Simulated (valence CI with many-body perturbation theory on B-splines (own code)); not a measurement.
# Forbidden lines of Xe XVI

Computed by configuration interaction combined with many-body perturbation theory (CI+MBPT): three valence electrons over a frozen Dirac-Fock core [Kr], radial functions for each j: 9 s, 9 p, 10 d, 8 f, 5 g, 3 h, 1 i, with the one-electron correlation potential Σ1 (screened to all orders), the two-electron term Σ2, the three-electron term Σ3, Breit, model QED; selected single and double excitations, second order for the rest (own B-spline code, finite nucleus).

No measured spectrum was set against this ion. As an estimate, terms of the open shell hold to 2 to 4 % of their energy, and close levels can change places. Only levels of the ground parity were solved; by the run's estimate the other parity begins above the list, which can be wrong where configurations are misplaced.

Lines 1 to 50 of 72 in falling wavelength, among levels below 124120 cm⁻¹, chosen from the decays that carry over 1 % of a level's rate. Wavelengths and rates use the calculated energies, so an error of 2000 cm⁻¹ moves a line at 8049 Å by 16 % and its rate by three times that or more. Electric multipoles are in the length gauge, E1 and E2 with the static RPA response of the core. Weak lines are less certain than strong ones. Lines between different terms over intervals too small for the method are left out, as are lines whose strength nearly cancels. The highest levels of a list are the least certain.

Names give the largest LS component (configuration and term), which can be under half, so a name can repeat, a term be missing and a line seem to break the LS rules; names also repeat where a configuration has a term twice. Letters in brackets count levels of one name in rising energy.

| λ vac (Å) | Upper | Lower | Type | A (s⁻¹) | Branch % |
| --- | --- | --- | --- | --- | --- |
| 24260 | 4d3 4P_1/2 | 4d3 4P_3/2 | M1 | 2.02e+00 | 9.7 |
| 15690 | 4d3 4F_9/2 | 4d3 4F_7/2 | M1 | 4.98e+00 | 100.0 |
| 10560 | 4d3 4F_7/2 | 4d3 4F_5/2 | M1 | 3.06e+01 | 100.0 |
| 8670 | 4d3 4F_5/2 | 4d3 4F_3/2 | M1 | 5.82e+01 | 100.0 |
| 8049 | 4d3 2P_3/2 | 4d3 2D_5/2 [a] | M1 | 6.37e+00 | 1.2 |
| 7964 | 4d3 2D_5/2 [a] | 4d3 2D_3/2 [a] | M1 | 1.68e+01 | 6.0 |
| 6408 | 4d3 2H_11/2 | 4d3 2H_9/2 | M1 | 2.69e+01 | 36.8 |
| 5744 | 4d3 4P_3/2 | 4d3 4F_5/2 | M1 | 1.49e+01 | 14.8 |
| 5570 | 4d3 2H_9/2 | 4d3 4F_9/2 | M1 | 7.99e+01 | 51.7 |
| 5442 | 4d3 4P_5/2 | 4d3 4P_3/2 | M1 | 6.14e+01 | 78.2 |
| 5171 | 4d3 2D_5/2 [a] | 4d3 4P_5/2 | M1 | 1.12e+01 | 4.0 |
| 4754 | 4d3 2D_3/2 [a] | 4d3 4P_1/2 | M1 | 4.14e+01 | 8.0 |
| 4655 | 4d3 2P_3/2 | 4d3 2P_1/2 | M1 | 7.30e+01 | 14.2 |
| 4385 | 4d3 2G_7/2 | 4d3 4F_7/2 | M1 | 6.31e+01 | 26.1 |
| 4111 | 4d3 2H_9/2 | 4d3 4F_7/2 | M1 | 7.45e+01 | 48.2 |
| 4076 | 4d3 2P_1/2 | 4d3 4P_1/2 | M1 | 2.25e+02 | 94.8 |
| 4042 | 4d3 2G_9/2 | 4d3 2H_9/2 | M1 | 1.60e+02 | 41.7 |
| 4003 | 4d3 2P_3/2 | 4d3 2D_3/2 [a] | M1 | 1.49e+02 | 28.9 |
| 3975 | 4d3 2D_3/2 [a] | 4d3 4P_3/2 | M1 | 2.04e+02 | 39.5 |
| 3808 | 4d3 2G_9/2 | 4d3 2G_7/2 | M1 | 1.63e+02 | 42.5 |
| 3800 | 4d3 4P_5/2 | 4d3 4F_7/2 | M1 | 6.88e+00 | 8.8 |
| 3489 | 4d3 2P_1/2 | 4d3 4P_3/2 | M1 | 2.72e+00 | 1.1 |
| 3455 | 4d3 4P_3/2 | 4d3 4F_3/2 | M1 | 8.53e+01 | 85.1 |
| 3316 | 4d3 2F_5/2 | 4d3 4P_5/2 | M1 | 4.23e+01 | 28.7 |
| 3195 | 4d3 2F_7/2 | 4d3 4P_5/2 | M1 | 2.28e+00 | 1.4 |
| 3148 | 4d3 2P_3/2 | 4d3 4P_5/2 | M1 | 1.39e+02 | 26.9 |
| 3098 | 4d3 2G_7/2 | 4d3 4F_5/2 | M1 | 1.78e+02 | 73.7 |
| 3024 | 4d3 4P_1/2 | 4d3 4F_3/2 | M1 | 1.84e+01 | 88.6 |
| 3024 | 4d3 4P_1/2 | 4d3 4F_3/2 | E2 | 3.35e-01 | 1.6 |
| 2980 | 4d3 2H_11/2 | 4d3 4F_9/2 | M1 | 4.62e+01 | 63.2 |
| 2970 | 4d3 2F_5/2 | 4d3 2G_7/2 | M1 | 2.39e+01 | 16.2 |
| 2872 | 4d3 2F_7/2 | 4d3 2G_7/2 | M1 | 4.78e+01 | 29.3 |
| 2794 | 4d3 4P_5/2 | 4d3 4F_5/2 | M1 | 8.97e+00 | 11.4 |
| 2651 | 4d3 2D_5/2 [a] | 4d3 4P_3/2 | M1 | 2.45e+01 | 8.8 |
| 2616 | 4d3 2D_3/2 [b] | 4d3 2P_3/2 | M1 | 1.20e+01 | 1.9 |
| 2511 | 4d3 2D_3/2 [b] | 4d3 2F_5/2 | M1 | 1.15e+02 | 18.0 |
| 2483 | 4d3 2D_5/2 [b] | 4d3 2P_3/2 | M1 | 2.04e+01 | 1.9 |
| 2455 | 4d3 2D_5/2 [b] | 4d3 2F_7/2 | M1 | 1.14e+02 | 10.5 |
| 2388 | 4d3 2D_5/2 [b] | 4d3 2F_5/2 | M1 | 2.33e+02 | 21.4 |
| 2349 | 4d3 2D_3/2 [a] | 4d3 4F_5/2 | M1 | 1.88e+02 | 36.6 |
| 2342 | 4d3 2G_9/2 | 4d3 4F_9/2 | M1 | 1.49e+01 | 3.9 |
| 2190 | 4d3 2D_5/2 [a] | 4d3 4F_7/2 | M1 | 1.82e+02 | 65.4 |
| 2113 | 4d3 4P_5/2 | 4d3 4F_3/2 | M1 | 1.15e+00 | 1.5 |
| 2060 | 4d3 2F_5/2 | 4d3 4P_3/2 | M1 | 2.48e+01 | 16.8 |
| 2038 | 4d3 2G_9/2 | 4d3 4F_7/2 | M1 | 4.21e+01 | 11.0 |
| 1994 | 4d3 2P_3/2 | 4d3 4P_3/2 | M1 | 1.91e+01 | 3.7 |
| 1974 | 4d3 2D_3/2 [b] | 4d3 2D_5/2 [a] | M1 | 1.80e+02 | 28.0 |
| 1951 | 4d3 2F_7/2 | 4d3 4F_9/2 | M1 | 7.71e+01 | 47.2 |
| 1898 | 4d3 2D_5/2 [b] | 4d3 2D_5/2 [a] | M1 | 1.60e+01 | 1.5 |
| 1848 | 4d3 2D_3/2 [a] | 4d3 4F_3/2 | M1 | 7.98e+01 | 15.5 |
